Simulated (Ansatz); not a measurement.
Calculated with Ansatz (gas phase, PBE0-D4/def2-TZVP geometries, no zero-point term in ΔE). CCSD(T)/CBS adds triple-zeta CCSD(T) − MP2 to the extrapolated MP2 energy (def2 sets, frozen cores). This one scheme is used for every species. One conformer a species, not always the lowest.

`[SiH3][SiH2]O[SiH2]S` + `NN` → `NN[SiH3]` + `[SiH3]O[SiH2]S`  (cleavage of the Si–Si bond)

```json
{"species": "`[SiH3][SiH2]O[SiH2]S`", "HF/def2-TZVPP energy (Eh)": "-1344.05326"}
{"species": "`NN`", "HF/def2-TZVPP energy (Eh)": "-111.23005"}
{"species": "`NN[SiH3]`", "HF/def2-TZVPP energy (Eh)": "-401.35629"}
{"species": "`[SiH3]O[SiH2]S`", "HF/def2-TZVPP energy (Eh)": "-1053.95078"}
```

Q: Work out ΔE.

A: ΔE = (-401.35629) + (-1053.95078) − (-1344.05326) − (-111.23005) = -0.02376 Eh = -0.65 eV. CCSD(T)/CBS gives -0.45 eV.

Largest T1 diagnostic among the species: 0.012.

From PBE to PBE0 (25 % exact exchange), in def2-TZVPP and without D4, ΔE moves by −0.05 eV. In def2-TZVPP, CCSD(T) changes the Hartree–Fock value by +0.19 eV (the triples alone add +0.03 eV) and MP2 by +0.10 eV.
